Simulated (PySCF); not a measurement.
Al2H4O4, SMILES [OH][Al]([OH])[Al]([OH])[OH]. The structure is a stationary point at PBE-D3(BJ)/def2-SVP. The structure was generated by enumeration; whether it is a known compound was not checked. The values are those of a single conformer.

Computed equilibrium geometry at PBE-D3(BJ)/def2-SVP (PySCF confirms it by a frequency run) as bond lengths and angles, and its point group (one conformer of several):
point group D2d.
Atoms: Al1 O2 O3 Al4 O5 O6 H7 H8 H9 H10. Bonded distances (Å): Al1–O2 1.725, Al1–O3 1.725, Al1–Al4 2.525, O2–H7 0.970, O3–H8 0.970, Al4–O5 1.725, Al4–O6 1.725, O5–H9 0.970, O6–H10 0.970. Angles (°): O2–Al1–O3 123.0, O2–Al1–Al4 118.5, O3–Al1–Al4 118.5, Al1–O2–H7 125.9, Al1–O3–H8 125.9, Al1–Al4–O5 118.5, Al1–Al4–O6 118.5, O5–Al4–O6 123.0, Al4–O5–H9 125.9, Al4–O6–H10 125.9.
Charge 0, spin multiplicity 1.
